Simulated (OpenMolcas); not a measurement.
**Computed transition rates of O⁺**

```json
{
  "Program": "OpenMolcas 26.06",
  "Method": "MS-RASPT2, IPEA 0.25 Eh, imaginary shift 0.1 Eh (closed shells correlated: 1s 2s)",
  "Basis": "ANO-RCC [8s7p4d3f2g]",
  "Scalar Hamiltonian": "DKH2, point nucleus",
  "Active space": "3 electrons in 9 orbitals (RAS2 2p; RAS3 3s 3d, at most 1 electron)",
  "State averaging": "2S+1 = 4 odd, 1 root; 2S+1 = 2 odd, 8 roots; 2S+1 = 4 even, 18 roots; 2S+1 = 2 even, 49 roots",
  "Spin-orbit coupling": "state interaction with AMFI integrals over the reference wave functions, term energies averaged over their components"
}
```

Rates come from the transition moments of the reference wave functions (E1 and E2 in the length form). At fixed line strength A goes as λ^-3 for E1 and M1 and as λ^-5 for E2, so a rate at the computed wavelength can be rescaled to the measured one. Measured vacuum wavelengths follow from level energies in NIST Handbook of Basic Atomic Spectroscopic Data. Branching counts decays inside the model space alone, at computed energies, and the table is only a selection of the E1 lines, drawn from those between levels with measured partners whose computed energy lies within a factor of 1.5 of the measured one.

```tsv
Upper	Lower	Type	λ computed (nm)	λ measured (nm)	A computed (s-1)	A rescaled (s-1)	Branching %
2s2 2p2 3s 2P 1/2	2s2 2p3 2P* 3/2	E1	68.99	67.38	2.02e+08	2.17e+08	9.0
2s2 2p2 3s 2P 1/2	2s2 2p3 2P* 1/2	E1	68.99	67.38	4.16e+08	4.47e+08	18.5
2s2 2p2 3s 2P 3/2	2s2 2p3 2P* 3/2	E1	68.88	67.29	5.30e+08	5.68e+08	23.6
2s2 2p2 3s 2P 3/2	2s2 2p3 2P* 1/2	E1	68.88	67.3	1.08e+08	1.16e+08	4.8
2s2 2p2 3s 2D 5/2	2s2 2p3 2P* 3/2	E1	61.64	60.06	2.88e+08	3.11e+08	16.4
2s2 2p2 3s 2D 3/2	2s2 2p3 2P* 3/2	E1	61.64	60.06	5.68e+07	6.14e+07	3.2
2s2 2p2 3s 2D 3/2	2s2 2p3 2P* 1/2	E1	61.63	60.06	2.39e+08	2.58e+08	13.7
2s2 2p2 3s 2P 1/2	2s2 2p3 2D* 3/2	E1	61.58	61.71	1.63e+09	1.62e+09	72.5
2s2 2p2 3s 2P 3/2	2s2 2p3 2D* 5/2	E1	61.5	61.63	1.46e+09	1.45e+09	65.1
2s2 2p2 3s 2P 3/2	2s2 2p3 2D* 3/2	E1	61.49	61.64	1.48e+08	1.47e+08	6.6
2s2 2p2 3s 2D 5/2	2s2 2p3 2D* 5/2	E1	55.65	55.51	1.37e+09	1.38e+09	77.8
2s2 2p2 3s 2D 3/2	2s2 2p3 2D* 5/2	E1	55.65	55.51	1.38e+08	1.39e+08	7.9
2s2 2p2 3s 2D 5/2	2s2 2p3 2D* 3/2	E1	55.65	55.51	1.02e+08	1.03e+08	5.8
2s2 2p2 3s 2D 3/2	2s2 2p3 2D* 3/2	E1	55.65	55.51	1.32e+09	1.33e+09	75.2
2s2 2p2 3s 4P 1/2	2s2 2p3 4S* 3/2	E1	54.02	53.99	9.18e+08	9.20e+08	100.0
2s2 2p2 3s 4P 3/2	2s2 2p3 4S* 3/2	E1	53.99	53.95	9.20e+08	9.22e+08	99.9
2s2 2p2 3s 4P 5/2	2s2 2p3 4S* 3/2	E1	53.93	53.91	9.23e+08	9.24e+08	100.0
2s2 2p2 3s 2S 1/2	2s2 2p3 2P* 3/2	E1	53.46	52.59	1.66e+09	1.74e+09	66.3
2s2 2p2 3s 2S 1/2	2s2 2p3 2P* 1/2	E1	53.46	52.59	8.42e+08	8.84e+08	33.7
```

The largest correction is for 2s2 2p2 3s 2D 5/2 → 2s2 2p3 2P* 3/2 (E1): 2.88e+08 × (61.64 / 60.06)^3 = 3.11e+08 s-1, a factor of 1.08.

The computed rate and branching of 2s2 2p2 3s 4P 5/2 → 2s2 2p3 4S* 3/2 give the upper level a radiative lifetime of 1.000 / 9.23e+08 s-1 = 1.08e-09 s, counting decays inside the model space alone. The rescaled rate gives about 1.1e-09 s.

The computed order of these levels differs from the measured one in 2 places, and where term gaps are wrong the rates of spin-changing lines can be off by large factors.

No measured rate stands beside these. Rescaling mends the energy factor alone: line strengths can still be far off where a level mixes with configurations outside the active space, and weak or spin-changing lines hang on small mixing coefficients that depend on the term gaps too, so rescaling need not improve them.

CASPT2 does not keep the components of a term degenerate, so their means are used; among the terms shown or strongly mixed into the levels shown the widest spread is 520 cm-1 (2s2 2p3 2D*). Over all roots computed the reference weight is 0.90 to 0.98; the roots of lowest weight are the least certain, and an intruder state may touch them. ANO sets are built for valence states and can reach diffuse excited orbitals poorly. With the s shell closed, the reference lacks s² → p² mixing. Measured partners are found by configuration, term and J. A level has none where our copy of the source lacks it or the pairing is in doubt (some pairs that miss far off the trend of their configuration count as doubtful). Levels of configurations outside the active space are missing.

* marks odd parity.
